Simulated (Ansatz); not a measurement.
The cluster Be₃Br₄⁺, relaxed as a doublet with UKS PBE0-D4/def2-SVP in Ansatz, starting from the GFN1-xTB geometry. Force threshold 0.02 eV/Å.

Another isomer (doublet) lies 0.73 eV lower at PBE0-D4/def2-TZVP; other spin states weren't run for this one.

Start:

```xyz
7

Be    0.951   -0.840   -0.962
Be   -1.035   -0.021    1.720
Be   -1.715    1.035    0.123
Br    0.643   -1.301    1.233
Br   -0.652    2.176    1.717
Br    2.411   -1.684   -2.137
Br   -0.603    0.635   -1.693
```

Question: Estimate the energy that the relaxation releases and the steps that it takes.

Answer: 0.42 eV, in 9 steps; 2 min on 4 threads of Intel Xeon on a shared host. The force fell under the threshold at step 6, but the optimiser went on. No frequencies were taken in this run, so the end may be a saddle point.

Question: Does the start keep its bonding and symmetry?

Answer: By distances, no bond broke or formed. The bond that changes most is Be3–Br7, from 2.17 to 2.06 Å (atoms count from 1). Point group Cs at the start, Cs at the end, both within 0.05 Å.

Question: Predict the relaxed structure.

Answer: 
```xyz
7

Be    0.863   -0.837   -0.921
Be   -0.774   -0.024    1.647
Be   -1.476    1.066   -0.001
Br    0.843   -1.256    1.293
Br   -1.090    2.091    1.847
Br    2.097   -1.813   -2.092
Br   -0.463    0.773   -1.775
```
Bond lengths (bridged metal pairs left out): 7 × Be–Br 1.96 to 2.25 Å.
